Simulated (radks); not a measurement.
Task: These are the eigenvalues of the occupied orbitals of an atom or ion with whole-number occupations (hartree). Method: non-relativistic Kohn-Sham, LDA (Slater exchange, Perdew-Wang correlation), spin-polarised, spherical densities, point nucleus; computed with a radial shooting solver on a logarithmic mesh with Libxc functionals.

| orbital | eigenvalue |
|---|---|
| 1s up | -116.4074 |
| 1s down | -116.3844 |
| 2s up | -13.29318 |
| 2s down | -13.26817 |
| 2p up | -10.95904 |
| 2p down | -10.92838 |
| 3s up | -3.03302 |
| 3s down | -2.91513 |
| 3p up | -2.45685 |

Which element is it, and in what charge state? The configuration may be excited. Open shells, if any, are filled with parallel spins first.

Result: Z = 18, argon, charge +4: Ar4+ in [Ne] 3s2 3p2. The list shows which subshells hold electrons but not how many an open one holds; the 1s level, -116.41 hartree, gives Z - s = 15.3 by -(Z - s)^2/2, which with screening narrows Z to a few neighbours, and the depths of the outer levels then fix element, charge and occupations together.
